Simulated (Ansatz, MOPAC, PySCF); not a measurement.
Constitutional and geometric isomers with formula C3H5N. Gas-phase values, no solvent. One relaxed conformer stands for each flexible species; it need not be the lowest. Strings in code marks are SMILES.

Quantity: electronic energy of isomers of C3H5N relative to `[H]/N=C\C=C` (C–C–C–N torsion 180°), in kcal/mol. The restricted reference of `C1=NCC1`, `[H]/N=C\C=C`, `C1=CNC1` and `C=CN=C` is unstable towards unrestricted orbitals. Semi-empirical values (MOPAC) are differences of heats of formation.

Level 1: frozen-core CCSDT(Q)/6-31g // B3LYP-D3(BJ)/def2-TZVP (Ansatz, a quantum-chemistry and plane-wave program)
Level 2: PBE-D3(BJ)/def2-TZVP // B3LYP-D3(BJ)/def2-TZVP (PySCF)
Level 3: PM3 // B3LYP-D3(BJ)/def2-TZVP (MOPAC)
Level 4: PM6 // B3LYP-D3(BJ)/def2-TZVP (MOPAC)

```
species                          level 2  level 3  level 4
-------------------------------  -------  -------  -------
`C=CN=C` (C–C–N–C torsion 180°)     5.87     4.46     5.52
`C1=CNC1`                           18.4     14.4     9.96
`C#CNC`                             27.9     16.8     19.2
`C1=NCC1`                           11.1     10.4     8.85
`CC#CN`                             16.9     6.87     8.33
```

**Question.** What does level 1 give for each?

**Answer.** 
- `C=CN=C` (C–C–N–C torsion 180°): 6.10
- `C1=CNC1`: 31.5
- `C#CNC`: 28.1
- `C1=NCC1`: 22.4
- `CC#CN`: 18.2
